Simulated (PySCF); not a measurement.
## Fe⁺ (iron, charge +1): UHF calculation

Configuration: [Ar] 3d6 4s1, high-spin 6D determinant. Computed with PySCF 2.14 in x2c-QZVPPall (11s7p5d4f2g, 103 functions), with scalar relativity by spin-free X2C-1e.

```
Total energy                                                  : -1271.138432 hartree
One-electron energy                                           : -1748.2929 hartree
Hartree (Coulomb) energy                                      : 532.0270 hartree
Exchange energy                                               : -54.8726 hartree
⟨S²⟩                                                          : 8.7526
⟨L²⟩                                                          : 6.019
Sum of ⟨r⟩                                                    : 18.07 bohr
Sum of ⟨r²⟩                                                   : 25.10 bohr²
Traceless quadrupole moment −½Σ⟨3z² − r²⟩ along its main axis : 0.339 e·bohr²
Langevin diamagnetic susceptibility                           : -19.9 ×10⁻⁶ cm³/mol
```

```csv
shell,electrons,mean orbital energy (hartree),spread (hartree),"rms radius, mean of both spins (bohr)"
1s α,1,-263.99330,0,0.0675
1s β,1,-263.98975,0,0.0675
2s α,1,-32.80006,0,0.288
2s β,1,-32.67670,0,0.288
2p α,3,-27.86558,0.03345,0.260
2p β,3,-27.74650,0.00033,0.260
3s α,1,-4.73267,0,0.871
3s β,1,-4.36792,0,0.871
3p α,3,-3.27515,0.07533,0.935
3p β,3,-2.84579,0.05653,0.935
3d α,5,-0.97721,0.08843,1.22
3d β,1,-0.77192,0,1.22
4s α,1,-0.56654,0,2.98
```

Densities and radii are taken from the X2C orbitals without a picture-change correction, which distorts them close to the nucleus.

Spin-orbit constants ζ (cm⁻¹) from the X2C one-electron operator on these orbitals: bare nucleus, nucleus screened by l(l+1)(2l+1)/3 electrons, and screened by the Breit-Pauli mean field of the electrons.

```
shell   bare  screened nucleus  mean field
   2p  70660             65220         n/a
   3p   8574              7914         n/a
   3d  769.4             473.5         n/a
```

To first order the Landé constant is A = -94.69 cm⁻¹, so the lowest level has J = 9/2 and lies 0.0587 eV below the centre of the term. This holds in LS coupling only.
